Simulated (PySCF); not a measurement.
F₂H₅NSi₂.

```xyz
10

Si     0.5336    -1.4658    -0.0898
F     -0.6600    -2.5908    -0.1303
N      0.0000     0.0000     0.6812
Si    -0.5336     1.4658    -0.0898
F      0.6600     2.5908    -0.1303
H      1.6533    -2.0744     0.6955
H      0.8919    -1.1317    -1.5025
H      0.0000     0.0000     1.7072
H     -1.6533     2.0744     0.6955
H     -0.8919     1.1317    -1.5025
```
Charge 0, spin multiplicity 1.

Geometry optimised at PBE-D3(BJ)/def2-SVP. The structure was generated by enumeration, and PubChem lists no compound with its InChIKey, so it may never have been made. One conformer was computed; it need not be the lowest.

Calculation: PySCF with PBE0/pcSseg-1. Non-relativistic, no solvent.

Computed absolute GIAO shielding of each atom: isotropic value and principal components (ppm):
```json
[
 {"atom": "Si1", "σ(iso)": "369.8", "σ11": "349.7", "σ22": "365.6", "σ33": "394.0", "span": "44.3"},
 {"atom": "F2", "σ(iso)": "331.7", "σ11": "253.5", "σ22": "343.6", "σ33": "398.1", "span": "144.6"},
 {"atom": "N3", "σ(iso)": "192.9", "σ11": "134.6", "σ22": "205.6", "σ33": "238.5", "span": "103.9"},
 {"atom": "Si4", "σ(iso)": "369.8", "σ11": "349.7", "σ22": "365.6", "σ33": "394.0", "span": "44.3"},
 {"atom": "F5", "σ(iso)": "331.7", "σ11": "253.5", "σ22": "343.6", "σ33": "398.1", "span": "144.6"},
 {"atom": "H6", "σ(iso)": "26.1", "σ11": "22.5", "σ22": "24.4", "σ33": "31.4", "span": "9.0"},
 {"atom": "H7", "σ(iso)": "26.3", "σ11": "22.8", "σ22": "25.3", "σ33": "30.7", "span": "8.0"},
 {"atom": "H8", "σ(iso)": "28.5", "σ11": "22.3", "σ22": "26.4", "σ33": "36.7", "span": "14.4"},
 {"atom": "H9", "σ(iso)": "26.1", "σ11": "22.5", "σ22": "24.4", "σ33": "31.4", "span": "9.0"},
 {"atom": "H10", "σ(iso)": "26.3", "σ11": "22.8", "σ22": "25.3", "σ33": "30.7", "span": "8.0"}
]
```
